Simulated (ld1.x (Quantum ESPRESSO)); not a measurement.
S: what ld1.x (Quantum ESPRESSO) 7.5 does with a changed input

Command:

```bash
ld1.x < S.in > S.out
```

Input:

```
&input
   title='S', zed=16., rel=0, dft='PBE', iswitch=3,
   config='[Ne] 3s2 3p3 3d-2',
   nld=3, rlderiv=1.85, eminld=-4.0, emaxld=5.0, deld=0.02
 /
 &inputp
   pseudotype=2, tm=.true., lloc=0,
   nlcc=.false.,
   file_pseudopw='S.UPF', file_wfcaegen='ae.wfc', file_wfcncgen='nc.wfc', file_beta='beta', file_chi='chi'
 /
4
3P  2  1   3.00   0.00  1.70  1.70  0.0
3D  3  2  -2.00   0.30  1.65  1.65  0.0
3S  1  0   2.00   0.00  1.30  1.30  0.0
 &test
   configts(1)='3s2 3p3'
 /
```

This is an input that runs to its end, with one change: count of waves off by +1.

Question: How does the run end?

Answer: The program refuses the input: "read_psconfig: reading pseudo wavefunctions configuration".

```
Program LD1 v.7.5

 %%%%%%%%%%%%%%%%%%%%%%%%%%%%%%%%%%%%%%%%%%%%%%%%%%%%%%%%%%%%%%%%%%%%%%%%%%%%%%
     Error in routine read_psconfig (5010):
     reading pseudo wavefunctions configuration
 %%%%%%%%%%%%%%%%%%%%%%%%%%%%%%%%%%%%%%%%%%%%%%%%%%%%%%%%%%%%%%%%%%%%%%%%%%%%%%

     stopping ...
```
